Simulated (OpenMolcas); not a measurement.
**Ni3+ in a ligand field**

Ni3+ with 6 ligands (chloride) in octahedral coordination (Oh) at 2.36 Å. A charge of +0.5 e stands 3.2 Å behind each ligand. Ligand basis ANO-RCC-VDZP.
```
Ni    0.0000    0.0000    0.0000
Cl    2.3600    0.0000    0.0000
Cl    0.0000    2.3600    0.0000
Cl   -2.3600    0.0000    0.0000
Cl    0.0000   -2.3600    0.0000
Cl    0.0000    0.0000    2.3600
Cl    0.0000    0.0000   -2.3600
```

* Program: OpenMolcas
* Method: CASSCF
* Basis: ANO-RCC-VTZP [6s5p3d2f1g]
* Scalar Hamiltonian: DKH2, point nucleus
* Active space: 7 electrons in 5 orbitals (3d)
* State averaging: 2S+1 = 4 even, 10 roots; 2S+1 = 2 even, 40 roots
* Spin-orbit coupling: RASSI with atomic mean-field integrals over the reference wave functions

The lowest spin-free states (labels of O, the rotations of Oh), above the lowest:

```json
{"State": "4T1", "Degeneracy": "3", "E (cm-1)": "0.0"}
{"State": "4T2", "Degeneracy": "3", "E (cm-1)": "6467"}
{"State": "4A2", "Degeneracy": "1", "E (cm-1)": "15275"}
{"State": "2E", "Degeneracy": "2", "E (cm-1)": "15446"}
{"State": "2T2", "Degeneracy": "3", "E (cm-1)": "18748"}
{"State": "2T1", "Degeneracy": "3", "E (cm-1)": "20189"}
{"State": "4T1", "Degeneracy": "3", "E (cm-1)": "23947"}
{"State": "2T1", "Degeneracy": "3", "E (cm-1)": "24400"}
{"State": "2A1", "Degeneracy": "1", "E (cm-1)": "26646"}
{"State": "2T2", "Degeneracy": "3", "E (cm-1)": "27199"}
{"State": "2T1", "Degeneracy": "3", "E (cm-1)": "30693"}
{"State": "2E", "Degeneracy": "2", "E (cm-1)": "33412"}
{"State": "2T2", "Degeneracy": "3", "E (cm-1)": "36683"}
{"State": "2T1", "Degeneracy": "3", "E (cm-1)": "37377"}
{"State": "2E", "Degeneracy": "2", "E (cm-1)": "39254"}
{"State": "2T2", "Degeneracy": "3", "E (cm-1)": "45461"}
{"State": "2T1", "Degeneracy": "3", "E (cm-1)": "48628"}
{"State": "2A2", "Degeneracy": "1", "E (cm-1)": "49058"}
{"State": "2T2", "Degeneracy": "3", "E (cm-1)": "73021"}
{"State": "2E", "Degeneracy": "2", "E (cm-1)": "74078"}
```

The lowest levels with spin-orbit coupling:

```csv
E (cm-1),Degeneracy,Label,2S+1,g
0.0,2,Γ6,4,4.45 4.45 4.45
458.8,4,Γ8,4,
1220,4,Γ8,4,
1365,2,Γ7,4,0.84 0.84 0.84
7187,2,Γ6,4,2.52 2.52 2.52
7271,4,Γ8,4,
7397,4,Γ8,4,
7651,2,Γ7,4,2.76 2.76 2.76
16173,4,Γ8,4 (77 %),
16250,4,Γ8,2 (78 %),
19490,4,Γ8,2,
19990,2,Γ7,2,0.95 0.95 0.95
20969,4,Γ8,2,
21460,2,Γ6,2,0.96 0.96 0.96
24073,4,Γ8,4 (51 %),
24466,2,Γ7,4,2.55 2.55 2.55
24486,4,Γ8,4,
24841,2,Γ6,4 (55 %),1.95 1.95 1.95
25963,4,Γ8,2 (52 %),
25970,2,Γ6,2 (57 %),1.94 1.94 1.94
```

Powder χT (cm3 K/mol): 1.87 at 2 K, 1.93 at 10 K, 2.24 at 50 K, 2.62 at 100 K, 3.2 at 200 K, 3.46 at 300 K. The effective moment at 300 K is 2.828 √(χT) = 5.26 μB.

The lowest level has 2S+1 = 4, for which the spin-only value is χT = S(S+1) / 2 = 1.875 cm3 K/mol (g = 2). The computed 3.465 at 300 K differs by +1.590, through orbital momentum, spin-orbit coupling and any other state in reach. With a threefold ground state the orbital momentum is unquenched, so the spin-only value is not expected to hold.

Metal share of the active 3d orbitals (Löwdin): 87, 87, 98, 98, 98 %; Mulliken charge of the metal 1.04.

An orbital triplet at a regular site is open to Jahn-Teller coupling, which can distort the site and quench the lowest spin-orbit gaps and is left out. Without dynamic correlation the repulsion within the d shell is too large (B by tens of per cent), so at a given field states of lower spin stand too high. CASSCF with metal d orbitals alone favours high spin, so a ground state of lower spin is not ruled out. Ligand-to-metal charge-transfer states are missing. With no ligand orbital active B as a rule stays too high, so bands that hang on it stand too high and its fall with covalency is understated. With metal d orbitals alone and no dynamic correlation the field as a rule comes out too small, by tens of per cent, by up to half for chloride and softer ligands, and with too little covalency χT stands high. No measured value stands beside these numbers; the geometry was imposed, not optimised, and the real ion may take another.

The RASSCF and RASSI steps took 40 s on 1 thread of Arm Neoverse V2 (shared host); the integral step is not counted.
